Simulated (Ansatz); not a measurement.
CH₆AlNSi, SMILES `[AlH2]/[N]=C\[SiH3]` at its PBE0-D4/def2-TZVP geometry, where that method's forces vanish. Total charge 0; spin multiplicity 1.

```csv
atom,x (Å),y (Å),z (Å)
Al1,1.2123,-2.1343,0.1366
N2,0.2020,-0.7577,0.5216
C3,-0.5058,0.2482,0.7380
Si4,-0.7309,1.6490,-0.5302
H5,0.5080,-3.3676,-0.5541
H6,2.7394,-2.0323,0.5260
H7,-1.0360,0.3504,1.7049
H8,-0.2677,2.9329,0.0633
H9,0.0537,1.3217,-1.7454
H10,-2.1752,1.7897,-0.8608
```

Problem. For each bond, give half the difference of the two atoms' forces along it (eV/Å; positive pushes the atoms apart) under PBE-D4, r2SCAN-D4, B3LYP-D4, ωB97M-V in def2-TZVPP. (Estimate.)

Solution. The calculation gave: 
| bond | length (Å) | PBE-D4 | r2SCAN-D4 | B3LYP-D4 | ωB97M-V |
| --- | --- | --- | --- | --- | --- |
| Al1–N2 | 1.750 | -0.12 | -0.11 | 0.00 | 0.08 |
| Al1–H5 | 1.579 | 0.00 | -0.03 | -0.08 | -0.13 |
| Al1–H6 | 1.579 | 0.00 | -0.03 | -0.08 | -0.13 |
| N2–C3 | 1.249 | 0.52 | 0.29 | 0.13 | 0.16 |
| C3–Si4 | 1.903 | -0.15 | -0.06 | 0.05 | 0.01 |
| C3–H7 | 1.107 | 0.01 | -0.03 | -0.08 | -0.13 |
| Si4–H8 | 1.488 | 0.07 | -0.02 | -0.07 | -0.11 |
| Si4–H9 | 1.483 | 0.07 | -0.03 | -0.06 | -0.10 |
| Si4–H10 | 1.488 | 0.07 | -0.02 | -0.07 | -0.11 |

B3LYP here is the variant with VWN-RPA as its local correlation; programs differ in this.

Program: Ansatz 0.2.0.
